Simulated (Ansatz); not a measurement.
C2H5FGe can be A, `C=[C](F)[GeH3]`, or B, `F/C=[CH]/[GeH3]`.

Isolated molecules relaxed with PBE0-D4/def2-TZVP in Ansatz; ΔE leaves out vibrations. CBS: MP2 limit from def2 TZ/QZ plus the TZ coupled-cluster correction, frozen cores. DFT in def2-TZVPP. B3LYP here is the variant with VWN-RPA as its local correlation; programs differ in this. For Ge outer-core shells are correlated without core-valence functions, which leaves a few kJ/mol of doubt a bond. Scalar relativity is left out up to krypton.

Which is lower in electronic energy at CCSD(T)/CBS, and by how much? (Estimate.)

Ansatz gave: B, by 2.5 kcal/mol.

Give E(B) − E(A) in kcal/mol with B3LYP, r2SCAN-D4, B2PLYP, CCSD(T)/def2-TZVPP, PBE-D4, PBE0-D4, B3LYP-D4. (Estimate.)

Ansatz gave: B3LYP -2.2, r2SCAN-D4 -2.3, B2PLYP -2.5, CCSD(T)/def2-TZVPP -2.7, PBE-D4 -2.1, PBE0-D4 -2.6, B3LYP-D4 -2.0. None reverses the order clearly.

Largest T1 diagnostic: 0.012.
